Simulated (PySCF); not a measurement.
**Working out the ionisation energy of Cd**

Cd [Kr] 4d10 5s2 (1S) → Cd+ [Kr] 4d10 5s1 (2S). Computed with PySCF 2.14 in x2c-TZVPall (8s6p6d1f, 63 functions), with the spin-free X2C one-electron Hamiltonian (Gaussian nucleus). Frozen: [Kr]. Energies in hartree (1 hartree = 27.21139 eV):

```csv
part,Cd (lower),Cd+ (upper)
UHF,-5591.313308,-5591.043894
MP2 opposite-spin,-0.219186,-0.186560
MP2 same-spin,-0.122453,-0.112794
```

Task: What does Hartree-Fock give?

Result: (-5591.043894) − (-5591.313308) = 0.269414 hartree = 7.331 eV.

Task: What do MP2 and SCS-MP2 (6/5 opposite-spin, 1/3 same-spin) give?

Result: The opposite-spin parts differ by 0.888 eV and the same-spin parts by 0.263 eV. MP2: 7.331 + (0.888) + (0.263) = 8.482 eV. SCS-MP2: 7.331 + 1.2 × (0.888) + (0.263)/3 = 8.484 eV.

Measured between the centres of the two terms (NIST): 8.994 eV, so MP2 (valence) is off by -0.512 eV.

What remains against the reference includes basis incompleteness, the frozen core and correlation beyond second order.
